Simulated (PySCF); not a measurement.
`CC[As]1CCCC1`, C₆H₁₃As

Geometry:
| atom | x (Å) | y (Å) | z (Å) |
| --- | --- | --- | --- |
| C1 | 2.756 | 0.649 | -0.435 |
| C2 | 1.751 | 0.023 | 0.525 |
| As3 | 0.414 | -1.121 | -0.418 |
| C4 | -0.810 | -1.362 | 1.134 |
| C5 | -1.704 | -0.129 | 1.186 |
| C6 | -2.080 | 0.215 | -0.249 |
| C7 | -0.787 | 0.344 | -1.047 |
| H8 | 3.468 | 1.278 | 0.098 |
| H9 | 3.310 | -0.127 | -0.963 |
| H10 | 2.247 | 1.264 | -1.177 |
| H11 | 1.230 | 0.805 | 1.084 |
| H12 | 2.279 | -0.603 | 1.250 |
| H13 | -1.420 | -2.255 | 0.971 |
| H14 | -0.254 | -1.506 | 2.063 |
| H15 | -2.594 | -0.304 | 1.796 |
| H16 | -1.160 | 0.712 | 1.625 |
| H17 | -2.671 | 1.134 | -0.296 |
| H18 | -2.686 | -0.598 | -0.659 |
| H19 | -0.312 | 1.308 | -0.849 |
| H20 | -0.981 | 0.284 | -2.121 |

Computed with PySCF, GIAO KT3/pcSseg-1 magnetisability, rotational g tensor and spin-rotation constants, non-relativistic, gas phase. Geometry: GFN2-xTB.

The calculation is non-relativistic, which matters for the atoms heavier than Zn.

Task: Give the nuclear spin-rotation constants along the inertial axes (H = +C I·J) beside the isotropic shieldings.

Result: Rotational constants 2.9485, 1.3134, 1.2517 GHz. A star marks the isotopologue with that one atom substituted, in its own axes.
```
atom  isotope  Caa (kHz)  Cbb (kHz)  Ccc (kHz)  mean (kHz)  σ (ppm)
 As3     75As      4.631      2.076      2.073       2.927   1348.8
  H8       1H     -0.176     -0.127     -0.038      -0.114     30.3
  H9       1H     -0.193     -0.093     -0.069      -0.118     30.6
 H10       1H     -0.291     -0.021     -0.101      -0.138     30.8
 H11       1H     -0.219     -0.088     -0.056      -0.121     30.2
 H12       1H     -0.286     -0.016     -0.100      -0.134     30.3
 H13       1H     -0.190     -0.069     -0.089      -0.116     30.3
 H14       1H     -0.266     -0.103     -0.019      -0.129     30.0
 H15       1H      0.043     -0.131     -0.109      -0.066     29.5
 H16       1H     -0.225     -0.099     -0.044      -0.122     30.3
 H17       1H     -0.225      0.004     -0.121      -0.114     29.4
 H18       1H     -0.221     -0.096     -0.053      -0.123     30.5
 H19       1H     -0.241     -0.056     -0.087      -0.128     30.6
 H20       1H     -0.321     -0.112      0.026      -0.136     29.5
  C1     13C*      0.400      0.190      0.172       0.254    170.3
  C2     13C*      0.514      0.217      0.192       0.308    154.5
  C4     13C*      0.479      0.220      0.220       0.306    151.8
  C5     13C*      0.537      0.217      0.203       0.319    150.5
```
For the geometry as given, no vibrational averaging.

Task: How do the rotational constants and the g tensor change when H8, H9, H10, H11, H12, H13, H14, H15, H16, H17, H18, H19, H20 are replaced by deuterium?

Result: Constants 2.3742, 1.0862, 1.0321 GHz; g -0.0027, -0.0033, -0.0019, against -0.0034, -0.0035, -0.0027 before.
